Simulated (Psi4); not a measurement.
Psi4 input (wB97X-D/6-311+G**):

```
memory 1500 MB

molecule {
0 2
S     1.27597500    0.24842000    0.25976700
S    -0.39355000   -0.60101800   -0.17483600
O    -1.61153500    0.53086300   -0.17552800
H    -1.22652200    1.39466200    0.04533200
symmetry c1
no_reorient
no_com
}

set {
  basis 6-311+G**
  reference uks
  scf_type pk
  dft_radial_points 99
  dft_spherical_points 590
  e_convergence 1e-8
  d_convergence 1e-7
  maxiter 150
}

e = energy('wb97x-d')
print_out(f'\nFINAL {e:.10f} DIPOLE {variable("CURRENT DIPOLE")[0]:.6f} {variable("CURRENT DIPOLE")[1]:.6f} {variable("CURRENT DIPOLE")[2]:.6f}\n')
```

Output:

```
   => Loading Basis Set <=

    Name: 6-311+G**
    Role: ORBITAL
    Keyword: BASIS
    atoms 1-2 entry S          line   429 file 6-311pgss.gbs
    atoms 3   entry O          line   171 file 6-311pgss.gbs
    atoms 4   entry H          line    42 file 6-311pgss.gbs

   => WB97X-D: Empirical Dispersion <=

    Chai and Head-Gordon Dispersion Correction
    Chai, J.-D.; Head-Gordon, M. (2010), J. Chem. Phys., 132: 6615-6620

        s6 =       1.000000

         ---------------------------------------------------------
                                   SCF
               by Justin Turney, Rob Parrish, Andy Simmonett
                          and Daniel G. A. Smith
                              UKS Reference
         ---------------------------------------------------------

  ==> Geometry <==

    Molecular point group: c1
    Full point group: C1

    Geometry (in Angstrom), charge = 0, multiplicity = 2:

       Center              X                  Y                   Z               Mass
    ------------   -----------------  -----------------  -----------------  -----------------
         S            1.275975000000     0.248420000000     0.259767000000    31.972071174400
         S           -0.393550000000    -0.601018000000    -0.174836000000    31.972071174400
         O           -1.611535000000     0.530863000000    -0.175528000000    15.994914619570
         H           -1.226522000000     1.394662000000     0.045332000000     1.007825032230

  Running in c1 symmetry.

  Rotational constants: A =      0.82162  B =      0.16341  C =      0.13630 [cm^-1]
  Rotational constants: A =  24631.57370  B =   4898.80302  C =   4086.13913 [MHz]
  Nuclear repulsion =  145.594865989443804

  Charge       = 0
  Multiplicity = 2
  Electrons    = 41
  Nalpha       = 21
  Nbeta        = 20

  ==> Algorithm <==

  SCF Algorithm Type is PK.
  DIIS enabled.
  MOM disabled.
  Fractional occupation disabled.
  Guess Type is SAD.
  Energy threshold   = 1.00e-08
  Density threshold  = 1.00e-07
  Integral threshold = 1.00e-12

  ==> Primary Basis <==

  Basis Set: 6-311+G**
    Blend: 6-311+G**
    Number of shells: 42
    Number of basis functions: 88
    Number of Cartesian functions: 91
    Spherical Harmonics?: true
    Max angular momentum: 2

  ==> DFT Potential <==

   => LibXC <=

    Version 7.1.2
    S. Lehtola, C. Steigemann, M. J. T. Oliveira, and M. A. L. Marques,  SoftwareX 7, 1–5 (2018) (10.1016/j.softx.2017.11.002)

   => Composite Functional: WB97X-D <=

    wB97X-D Hyb-GGA Exchange-Correlation Functional

    J.-D. Chai and M. Head-Gordon,  Phys. Chem. Chem. Phys. 10, 6615–6620 (2008) (10.1039/B810189B)

    Deriv               =              1
    GGA                 =           TRUE
    Meta                =          FALSE

    Exchange Hybrid     =           TRUE
    MP2 Hybrid          =          FALSE

   => Exchange-Correlation Functionals <=

    1.0000   wB97X-D range-separated functional

   => Exact (HF) Exchange <=

    0.7780            HF,LR [omega = 0.2000]
    0.2220               HF

   => LibXC Density Thresholds  <==

    XC_HYB_GGA_XC_WB97X_D:  1.00E-14

   => Molecular Quadrature <=

    Radial Scheme          =       TREUTLER
    Pruning Scheme         =           NONE
    Nuclear Scheme         =       TREUTLER

    Blocking Scheme        =         OCTREE
    BS radius alpha        =              1
    Pruning alpha          =              1
    Radial Points          =             99
    Spherical Points       =            590
    Total Points           =         226481
    Total Blocks           =           1727
    Max Points             =            256
    Max Functions          =             86
    Weights Tolerance      =       1.00E-15

  ==> Integral Setup <==

  Using in-core PK algorithm.
   Calculation information:
      Number of atoms:                   4
      Number of AO shells:              42
      Number of primitives:             75
      Number of atomic orbitals:        91
      Number of basis functions:        88

      Integral cutoff                 1.00e-12
      Number of threads:                 1

  Performing in-core PK
  Using 23008458 doubles for integral storage.
  We computed 348206 shell quartets total.
  Whereas there are 408156 unique shell quartets.

  Computing range-separated integrals for PK
  We computed 348206 wK shell quartets total.
  Whereas there are 408156 wK unique shell quartets.

  ==> DiskJK: Disk-Based J/K Matrices <==

    J tasked:                  Yes
    K tasked:                  Yes
    wK tasked:                 Yes
    Omega:               2.000E-01
    Schwarz Cutoff:          1E-12


  Cached 100.0% of DFT collocation blocks in 0.428 [GiB].

  Minimum eigenvalue in the overlap matrix is 8.1022265213E-04.
  Reciprocal condition number of the overlap matrix is 1.2139443359E-04.
    Using symmetric orthogonalization.

  ==> Pre-Iterations <==

  SCF Guess: Superposition of Atomic Densities via on-the-fly atomic UHF (no occupation information).

   -------------------------
    Irrep   Nso     Nmo
   -------------------------
     A         88      88
   -------------------------
    Total      88      88
   -------------------------

  ==> Iterations <==

                        Total Energy        Delta E     RMS |[F,P]|

   @UKS iter SAD:  -871.84318622413991   -8.71843e+02   0.00000e+00
   @UKS iter   1:  -872.04819147437001   -2.05005e-01   7.63355e-03 DIIS/ADIIS
   @UKS iter   2:  -872.01061777383052    3.75737e-02   7.91613e-03 DIIS/ADIIS
   @UKS iter   3:  -872.16871620106485   -1.58098e-01   1.62773e-03 DIIS/ADIIS
   @UKS iter   4:  -872.17508867699473   -6.37248e-03   3.80263e-04 DIIS/ADIIS
   @UKS iter   5:  -872.17564026920161   -5.51592e-04   1.52064e-04 DIIS/ADIIS
   @UKS iter   6:  -872.17579179600716   -1.51527e-04   3.36017e-05 DIIS
   @UKS iter   7:  -872.17583080918280   -3.90132e-05   2.33118e-05 DIIS
   @UKS iter   8:  -872.17584954186134   -1.87327e-05   9.72201e-06 DIIS
   @UKS iter   9:  -872.17585297430685   -3.43245e-06   2.73393e-06 DIIS
   @UKS iter  10:  -872.17585314094083   -1.66634e-07   9.12187e-07 DIIS
   @UKS iter  11:  -872.17585315538565   -1.44448e-08   2.39035e-07 DIIS
   @UKS iter  12:  -872.17585315643953   -1.05388e-09   8.69479e-08 DIIS
  Energy and wave function converged.

  ==> Post-Iterations <==

   Electrons on quadrature grid:
      Nalpha   =   20.9999998959 ; deviation = -1.041e-07
      Nbeta    =   19.9999998974 ; deviation = -1.026e-07
      Ntotal   =   40.9999997933 ; deviation = -2.067e-07

   @Spin Contamination Metric:   3.167128160E-03
   @S^2 Expected:                7.500000000E-01
   @S^2 Observed:                7.531671282E-01
   @S   Expected:                5.000000000E-01
   @S   Observed:                5.000000000E-01

    Orbital Energies [Eh]
    ---------------------

    Alpha Occupied:

       1A    -89.134683     2A    -89.045512     3A    -19.315168
       4A     -8.168801     5A     -8.085901     6A     -6.118567
       7A     -6.112638     8A     -6.112047     9A     -6.034994
      10A     -6.033520    11A     -6.025521    12A     -1.189367
      13A     -0.939507    14A     -0.763630    15A     -0.616975
      16A     -0.543234    17A     -0.530381    18A     -0.461313
      19A     -0.426254    20A     -0.368032    21A     -0.313814

    Alpha Virtual:

      22A      0.027908    23A      0.044781    24A      0.068715
      25A      0.083770    26A      0.092074    27A      0.107843
      28A      0.117052    29A      0.125033    30A      0.137693
      31A      0.171616    32A      0.194783    33A      0.248005
      34A      0.250776    35A      0.301961    36A      0.315067
      37A      0.341483    38A      0.372047    39A      0.380941
      40A      0.388010    41A      0.407002    42A      0.413677
      43A      0.544848    44A      0.633087    45A      0.655191
      46A      0.705849    47A      0.747961    48A      0.752552
      49A      0.818573    50A      0.837782    51A      0.855787
      52A      0.943687    53A      0.996936    54A      1.016295
      55A      1.065312    56A      1.119901    57A      1.192080
      58A      1.303846    59A      1.415314    60A      1.473293
      61A      1.655014    62A      1.675616    63A      1.721459
      64A      1.756223    65A      1.827162    66A      1.886537
      67A      1.899085    68A      2.082205    69A      2.547447
      70A      2.889737    71A      3.131753    72A      3.136897
      73A      3.252785    74A      3.860799    75A      5.012885
      76A      5.036194    77A      5.504211    78A      7.769592
      79A      7.920230    80A     17.328786    81A     17.368781
      82A     17.386462    83A     17.406381    84A     17.431734
      85A     17.531897    86A     49.940217    87A    188.997960
      88A    189.157980

    Beta Occupied:

       1A    -89.131619     2A    -89.042207     3A    -19.313291
       4A     -8.165928     5A     -8.082779     6A     -6.116692
       7A     -6.110243     8A     -6.102592     9A     -6.033025
      10A     -6.023233    11A     -6.022725    12A     -1.183902
      13A     -0.925520    14A     -0.745381    15A     -0.603501
      16A     -0.538752    17A     -0.504921    18A     -0.451220
      19A     -0.381281    20A     -0.359843

    Beta Virtual:

      21A     -0.075995    22A      0.034223    23A      0.051139
      24A      0.069829    25A      0.085164    26A      0.095654
      27A      0.111390    28A      0.118645    29A      0.131173
      30A      0.140048    31A      0.173215    32A      0.195503
      33A      0.250296    34A      0.251910    35A      0.302458
      36A      0.316346    37A      0.344138    38A      0.378451
      39A      0.382794    40A      0.389889    41A      0.414967
      42A      0.415796    43A      0.546525    44A      0.661843
      45A      0.663092    46A      0.714977    47A      0.758607
      48A      0.775876    49A      0.828219    50A      0.866136
      51A      0.884281    52A      0.952802    53A      1.022866
      54A      1.025612    55A      1.068248    56A      1.126046
      57A      1.194681    58A      1.313797    59A      1.417475
      60A      1.474290    61A      1.657075    62A      1.700436
      63A      1.728335    64A      1.784186    65A      1.833517
      66A      1.891794    67A      1.906279    68A      2.083468
      69A      2.547728    70A      2.895939    71A      3.134505
      72A      3.142338    73A      3.256680    74A      3.863093
      75A      5.021240    76A      5.037519    77A      5.506071
      78A      7.772186    79A      7.922647    80A     17.339013
      81A     17.370741    82A     17.388601    83A     17.417281
      84A     17.433812    85A     17.534013    86A     49.941867
      87A    189.000540    88A    189.160510

    Final Occupation by Irrep:
              A
    DOCC [    20 ]
    SOCC [     1 ]
    NA   [    21 ]
    NB   [    20 ]

  @UKS Final Energy:  -872.17585315643953

   => Energetics <=

    Nuclear Repulsion Energy =            145.5948659894438038
    One-Electron Energy =               -1493.2495948892810702
    Two-Electron Energy =                 519.2973381984659227
    DFT Exchange-Correlation Energy =     -43.8181411249986823
    Empirical Dispersion Energy =          -0.0003213300695591
    VV10 Nonlocal Energy =                  0.0000000000000000
    Total Energy =                       -872.1758531564395298

  UHF NO Occupations:
  HONO-2 :   19  A 1.9996448
  HONO-1 :   20  A 1.9991831
  HONO-0 :   21  A 1.0000000
  LUNO+0 :   22  A 0.0008169
  LUNO+1 :   23  A 0.0003552
  LUNO+2 :   24  A 0.0002411
  LUNO+3 :   25  A 0.0000776

Computation Completed

Properties will be evaluated at   0.000000,   0.000000,   0.000000 [a0]

Properties computed using the SCF density matrix

 Multipole Moments:

 ------------------------------------------------------------------------------------
     Multipole            Electronic (a.u.)      Nuclear  (a.u.)        Total (a.u.)
 ------------------------------------------------------------------------------------

 L = 1.  Multiply by 2.5417464519 to convert [e a0] to [Debye]
 Dipole X            :         -0.0519444           -0.0000038           -0.0519482
 Dipole Y            :          0.2489855           -0.0000038            0.2489817
 Dipole Z            :          0.0362131            0.0000076            0.0362207
 Magnitude           :                                                    0.2569094

 ------------------------------------------------------------------------------------

FINAL -872.1758531564 DIPOLE -0.051948 0.248982 0.036221

*** Psi4 exiting successfully. Buy a developer a beer!
```

The geometry given is a B3LYP-D3(BJ)/def2-TZVP minimum.
